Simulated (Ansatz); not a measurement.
BH₇O₂Si₂, SMILES `[SiH3]OBO[SiH3]` at its PBE0-D4/def2-TZVP geometry, where that method's forces vanish. Charge 0, multiplicity 1.

```csv
atom,x (Å),y (Å),z (Å)
Si1,-2.053,-0.875,-0.714
O2,-0.617,-0.268,-0.167
B3,-0.100,-0.078,1.078
O4,1.134,0.458,1.213
Si5,2.196,0.959,0.042
H6,-2.899,-1.304,0.429
H7,-2.742,0.185,-1.487
H8,-1.762,-2.031,-1.594
H9,-0.721,-0.379,2.059
H10,1.593,2.036,-0.782
H11,3.388,1.477,0.752
H12,2.583,-0.179,-0.829
```

For each bond, give half the difference of the two atoms' forces along it (eV/Å; positive pushes the atoms apart) under PBE-D4, r2SCAN-D4, B3LYP-D4, ωB97M-V in def2-TZVPP. (Best estimate.)

Computed: 
```
   bond  length (Å)  PBE-D4  r2SCAN-D4  B3LYP-D4  ωB97M-V
 Si1–O2       1.652    0.25       0.02      0.11     0.14
 Si1–H6       1.485    0.01      -0.03     -0.07    -0.13
 Si1–H7       1.482    0.03      -0.03     -0.09    -0.14
 Si1–H8       1.482    0.03      -0.03     -0.09    -0.14
  O2–B3       1.361    0.16       0.13      0.10     0.14
  B3–O4       1.353    0.17       0.10      0.05     0.12
  B3–H9       1.199   -0.10      -0.13     -0.19    -0.23
 O4–Si5       1.659    0.29       0.01      0.13     0.11
Si5–H10       1.484    0.02      -0.02     -0.08    -0.13
Si5–H11       1.481    0.03      -0.04     -0.10    -0.14
Si5–H12       1.484    0.02      -0.02     -0.08    -0.13
```

B3LYP here is the variant with VWN-RPA as its local correlation; programs differ in this.
